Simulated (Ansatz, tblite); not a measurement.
Removing and adding an electron: Sn2O6H4. The state is a singlet with charge 0. Geometry: r2SCAN-D4/def2-SVP. Ansatz, gas phase; energy differences of separate SCF runs; the oxidised species was run as a doublet alone; the reduced species was run as a doublet alone.

```tsv
atom	x (Å)	y (Å)	z (Å)
Sn1	-1.497	-1.327	0.605
Sn2	1.819	0.623	0.173
O3	1.274	-2.033	0.869
O4	-2.190	0.513	0.917
O5	0.557	-0.812	1.278
O6	-0.441	-0.469	-1.362
O7	0.064	1.713	-0.169
O8	1.008	-0.656	-1.371
H9	1.245	-1.910	-0.122
H10	-1.507	1.188	0.732
H11	0.170	2.649	-0.390
H12	-0.502	0.521	-1.160
```

In the def2 sets Sn takes a core potential; there is no spin–orbit coupling. The xTB rows come from tblite. LC-ωPBE has ω = 0.4 bohr⁻¹. The structure holds 2 bonds between oxygen atoms, so isomers without such links may lie far lower. HOMO above LUMO, or a gap near zero within one spin, warns that the state may not be the lowest or that an electron is smeared out. The structure comes from a short search, and lower isomers may exist.

```tsv
level	−HOMO (eV)	vertical IE (eV)	−LUMO (eV)	vertical EA (eV)	HOMO–LUMO gap (eV)	IE − EA (eV)	remarks
GFN2-xTB	11.49	14.36	6.45	3.78	5.04	10.58	–
PBE-D4/def2-TZVPD	6.12	–	2.57	0.55	3.54	–	HOMO above zero (-1 doublet)
PBE0-D4/def2-TZVPD	7.49	–	1.69	0.35	5.80	–	HOMO above zero (-1 doublet)
LC-ωPBE/def2-TZVPD	10.01	–	-0.26	0.12	10.27	–	–
```

(1) Estimate the rows for GFN1-xTB, PBE-D4/def2-TZVP, PBE0-D4/def2-TZVP, LC-ωPBE/def2-TZVP.

## Answers

(1) 
| level | −HOMO (eV) | vertical IE (eV) | −LUMO (eV) | vertical EA (eV) | HOMO–LUMO gap (eV) | IE − EA (eV) | remarks |
| --- | --- | --- | --- | --- | --- | --- | --- |
| GFN1-xTB | 11.79 | 14.91 | 6.31 | 3.66 | 5.48 | 11.25 | – |
| PBE-D4/def2-TZVP | 6.07 | 8.72 | 2.52 | – | 3.55 | – | gap within one spin near zero (+1 doublet) |
| PBE0-D4/def2-TZVP | 7.47 | 9.21 | 1.65 | – | 5.82 | – | – |
| LC-ωPBE/def2-TZVP | 10.00 | 9.80 | -0.37 | – | 10.37 | – | – |

   A HOMO above zero means that the electron is unbound at that level or that self-interaction error raises the level; the energy of removing that electron tells which. Raw xTB energy differences between charge states are shifted by several eV; the methods need an empirical correction for them.
